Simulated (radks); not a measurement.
Trend from Lu+ to Hg+: ionisation energy by Delta-SCF between NIST ground configurations, and size. Calculated with a radial shooting solver on a logarithmic mesh with Libxc functionals: scalar-relativistic Kohn-Sham, PBE, spin-unpolarised, spherical densities, finite nucleus; Fermi nuclear charge, rms radius of each element as measured or else 0.836 A^(1/3) + 0.57 fm.

species	configuration	configuration of the ion	IE (eV)	NIST (eV)	kind	-e(HOMO) (eV)
Lu+	[Xe] 4f14 6s2	[Xe] 4f14 6s1	14.269	14.13	semi-emp.	11.049 (6s)
Hf+	[Xe] 4f14 5d1 6s2	[Xe] 4f14 5d2	15.651	14.61	theory	10.678 (5d)
Ta+	[Xe] 4f14 5d3 6s1	[Xe] 4f14 5d3	14.969	16.2	semi-emp.	10.488 (5d)
W+	[Xe] 4f14 5d4 6s1	[Xe] 4f14 5d4	15.675	16.4	semi-emp.	11.729 (5d)
Re+	[Xe] 4f14 5d5 6s1	[Xe] 4f14 5d5	16.317	16.6	semi-emp.	12.679 (6s)
Os+	[Xe] 4f14 5d6 6s1	[Xe] 4f14 5d6	16.909	17	semi-emp.	13.136 (6s)
Ir+	[Xe] 4f14 5d7 6s1	[Xe] 4f14 5d7	17.462	17.0	semi-emp.	13.561 (6s)
Pt+	[Xe] 4f14 5d9	[Xe] 4f14 5d8	19.967	18.6	exp.	14.304 (5d)
Au+	[Xe] 4f14 5d10	[Xe] 4f14 5d9	21.209	20.20	exp.	15.329 (5d)
Hg+	[Xe] 4f14 5d10 6s1	[Xe] 4f14 5d10	18.965	18.757	exp.	14.704 (6s)

Reference values: NIST Atomic Spectra Database (exp. = measured, semi-emp. = semi-empirical, theory = theoretical value adopted there). Spin polarisation and multiplet splitting are left out, so open shells lie too high by an amount that depends on their filling. Spin-orbit splitting is averaged out at the scalar-relativistic level.

Beside tabulated values, note that spin-unpolarised runs miss the spin-polarisation part of the exchange energy of open shells.
